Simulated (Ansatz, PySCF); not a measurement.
H6Se. Atoms are numbered in the order given.

```xyz
7

Se     0.0000     0.0000     0.0000
H      0.0000     1.5613     0.0000
H      0.0000    -1.5613     0.0000
H     -1.5613     0.0000     0.0000
H      1.5613     0.0000     0.0000
H      0.0000     0.0000     1.5613
H      0.0000     0.0000    -1.5613
```

The structure is a stationary point at B3LYP-D3(BJ)/def2-TZVP.

Vertical ionisation energy (IE) and electron affinity (EA) in eV. Rows of orbital energies are one-electron estimates. Where ΔSCF, EOM or ADC give a negative EA the extra electron is unbound and the value depends on the basis.

```csv
level,IE,EA
"−ε(HOMO), −ε(LUMO), M06-2X/def2-TZVPD (PySCF)",(withheld),(withheld)
"−ε(HOMO), −ε(LUMO), PBE/def2-TZVPD (PySCF)",5.81,2.59
ADC(2)/aug-cc-pVDZ (PySCF),8.99,0.33
"ΔSCF, CAM-B3LYP/def2-TZVPD (Ansatz), final states of multiplicity 2 and 2",9.19,0.24
"ΔSCF, PBE/def2-TZVPD (Ansatz), final states of multiplicity 2 and 2",9.04,0.31
```

Task: What belongs in the gaps? (Estimate from the structure and the level; the computed values follow.)

Result: 
- −ε(HOMO), −ε(LUMO), M06-2X/def2-TZVPD (PySCF), IE: 7.91
- −ε(HOMO), −ε(LUMO), M06-2X/def2-TZVPD (PySCF), EA: 0.95

Task: What vertical singlet–triplet gap does ΔSCF give with CAM-B3LYP/def2-TZVPD (Ansatz, a quantum-chemistry and plane-wave program) and with PBE/def2-TZVPD (Ansatz)? (The exact figures need the calculation; the answer reports its results.)

Result: 3.23 and 2.96 eV (triplet above singlet where positive).

Task: Beyond the first one, list the lowest photoelectron lines from ADC(2)/aug-cc-pVDZ (PySCF) with their pole strengths (two spins summed). (Estimate from the structure and the level; the computed values follow.)

Result: 15.66 eV (1.78), 15.66 eV (1.78), 15.66 eV (1.78).
